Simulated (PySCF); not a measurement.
Molecule (SMILES): P#N (N-P).
Geometry (B3LYP-D3(BJ)/def2-TZVP, fixed):
```xyz
2

N      0.0000     0.0000    -1.0110
P      0.0000     0.0000     0.4718
```

Basis-set convergence of the isotropic shielding of P2 at HF with PySCF. GIAO, no density fitting; atoms are numbered in the order shown. All functions are spherical. No added dispersion term, no relativity. Reference: the value in pcSseg-3, -70.09 ppm, itself unsure by roughly 3.27 ppm (its mean distance from cc-pCVQZ, cc-pV(5+d)Z, pcseg-3). Deviations are taken from unrounded values.

```tsv
basis	functions	isotropic shielding of P2 (ppm)
def2-SVP	32	26.96
def2-SVPD	44	50.81
pcseg-1	32	-64.29
aug-pcseg-1	50	-76.74
cc-pV(D+d)Z	37	42.39
aug-cc-pV(D+d)Z	55	43.15
6-311G**	44	-92.69
6-311+G**	52	-92.64
pcseg-2	64	-67.48
aug-pcseg-2	96	-62.36
def2-TZVP	68	-97.41
def2-TZVPD	80	-92.58
cc-pV(T+d)Z	69	-40.81
aug-cc-pV(T+d)Z	101	-33.65
def2-TZVPP	73	-97.59
def2-TZVPPD	85	-92.85
cc-pV(Q+d)Z	119	1.50
aug-cc-pV(Q+d)Z	169	1.62
pcseg-3	124	-72.83
aug-pcseg-3	174	-71.67
def2-QZVPP	127	-78.82
def2-QZVPPD	139	-77.67
```

What the diffuse functions change, pair by pair:
- def2-SVP to def2-SVPD: 12 more functions, deviation 97.05 to 120.90 ppm
- pcseg-1 to aug-pcseg-1: 18 more functions, deviation 5.80 to -6.65 ppm
- cc-pV(D+d)Z to aug-cc-pV(D+d)Z: 18 more functions, deviation 112.48 to 113.24 ppm
- 6-311G** to 6-311+G**: 8 more functions, deviation -22.60 to -22.55 ppm
- pcseg-2 to aug-pcseg-2: 32 more functions, deviation 2.61 to 7.73 ppm
- def2-TZVP to def2-TZVPD: 12 more functions, deviation -27.32 to -22.49 ppm
- cc-pV(T+d)Z to aug-cc-pV(T+d)Z: 32 more functions, deviation 29.28 to 36.44 ppm
- def2-TZVPP to def2-TZVPPD: 12 more functions, deviation -27.50 to -22.76 ppm
- cc-pV(Q+d)Z to aug-cc-pV(Q+d)Z: 50 more functions, deviation 71.59 to 71.71 ppm
- pcseg-3 to aug-pcseg-3: 50 more functions, deviation -2.74 to -1.58 ppm
- def2-QZVPP to def2-QZVPPD: 12 more functions, deviation -8.73 to -7.58 ppm

They bring the value nearer the reference by more than 3.27 ppm in 2 of 11 pairs.
